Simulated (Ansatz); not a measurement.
A single point on C6H14Cl2O2Zr, SMILES `CC(C)[O][Zr]([Cl])([Cl])[O]C(C)C`.

```yaml
crystal:
  periodic: [false, false, false]
  atoms:
    - {symbol: C, position_ang: [-0.928395, 2.202114, -2.946012]}
    - {symbol: C, position_ang: [-0.785625, 0.898886, -2.187500]}
    - {symbol: C, position_ang: [-2.053239, 0.505389, -1.457164]}
    - {symbol: O, position_ang: [0.273681, 1.012539, -1.267119]}
    - {symbol: Zr, position_ang: [1.551220, 1.157211, 0.113843]}
    - {symbol: Cl, position_ang: [1.432338, 3.340329, 1.030473]}
    - {symbol: Cl, position_ang: [3.695766, 0.670675, -0.771882]}
    - {symbol: O, position_ang: [1.156441, -0.095232, 1.470634]}
    - {symbol: C, position_ang: [0.739727, -1.141838, 2.314083]}
    - {symbol: C, position_ang: [-0.585698, -1.692368, 1.829289]}
    - {symbol: C, position_ang: [1.824289, -2.197573, 2.374274]}
    - {symbol: H, position_ang: [-1.183651, 3.013210, -2.259458]}
    - {symbol: H, position_ang: [0.004991, 2.456789, -3.450786]}
    - {symbol: H, position_ang: [-1.717001, 2.122412, -3.697606]}
    - {symbol: H, position_ang: [-0.513337, 0.101179, -2.890618]}
    - {symbol: H, position_ang: [-1.910646, -0.428627, -0.910577]}
    - {symbol: H, position_ang: [-2.337468, 1.285520, -0.745990]}
    - {symbol: H, position_ang: [-2.874661, 0.368391, -2.163844]}
    - {symbol: H, position_ang: [0.604132, -0.708804, 3.313435]}
    - {symbol: H, position_ang: [-1.338601, -0.903124, 1.785077]}
    - {symbol: H, position_ang: [-0.945295, -2.473282, 2.502878]}
    - {symbol: H, position_ang: [-0.473607, -2.124599, 0.831217]}
    - {symbol: H, position_ang: [1.978210, -2.640391, 1.386899]}
    - {symbol: H, position_ang: [2.767479, -1.761069, 2.706456]}
    - {symbol: H, position_ang: [1.545651, -2.991936, 3.070295]}
basis:
  gaussian: {orbitals: def2-TZVPP}
hamiltonian: {xc: pbe}
correlation: {method: rpa}
```

```sh
$ ansatz run in.yaml --threads 11 --pin off --events-out ev --progress --plain --max-ram 120832MiB --backend cuda --devices 0, --max-vram 75GiB
```

Output, abridged:

```
Functional definition: PBE
3497 factors; integrals over basis functions are off by at most 9.6e-4 eV
mean field evaluation 1: about -36826.3588 eV, gradient 1.3e2 eV
mean field evaluation 2: about -36826.3417 eV, gradient 1.3e2 eV
mean field evaluation 4: about -36843.2601 eV, gradient 8.5e1 eV
mean field evaluation 8: about -36860.8841 eV, gradient 2.8e0 eV
mean field evaluation 16: about -36860.8985 eV, gradient 1.3e-2 eV
mean field -36860.89851846 eV, -1354.6130353389 hartree, gradient 1.3e-6 eV, S^2 0.000000; 0 other end points of the search recorded, 0 dependent functions left out
18 core orbitals not correlated: weight in the atoms' cores, before any rotation towards them, 1.000 or more for the frozen orbitals, at most 0.000 for the correlated occupied ones
reference -36762.08097905 eV, -1350.9815577468 hartree; 38, 38 occupied and 528, 528 virtual orbitals, 3497 factors
Total energy: -36860.35738165 eV, -1354.5931489279 hartree
```

Run time 3.7 s (11 threads of an AMD EPYC 7R13 on a shared host and a whole NVIDIA H100 80 GB); peak host memory 3.4 GiB.
